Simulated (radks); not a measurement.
Results of a calculation; reference values are marked as such.
Spherical quantum dot in the effective-mass picture: electrons in a hard-walled sphere of radius 2.28, with a point charge +1 (a donor) at the centre, all in effective atomic units (hartree* = m*/eps^2 hartree, bohr* = eps/m* bohr), one dielectric constant everywhere. Level of theory: non-relativistic Kohn-Sham, exchange-only LDA, spin-polarised, spherical densities (a radial shooting solver with Libxc functionals). Levels are named by radial order and angular momentum (1s, 1p, 1d, 2s, ...), and open shells are averaged over m.

N = 2, configuration 1s2. This is the lowest configuration that the search found. Occupied and some empty levels:

level,occupation,eigenvalue (hartree*),<r> (bohr*)
1s,2,1.0046,1.025
1p,0,2.2055,1.329
1d,0,3.4960,1.470
2s,0,3.5814,1.140

Energy (hartree*): total 0.509830, kinetic 2.0699, external -2.5601, Hartree 1.7490, exchange-correlation -0.74891. Static polarisability (adiabatic kernel): 1.111 bohr*^3.
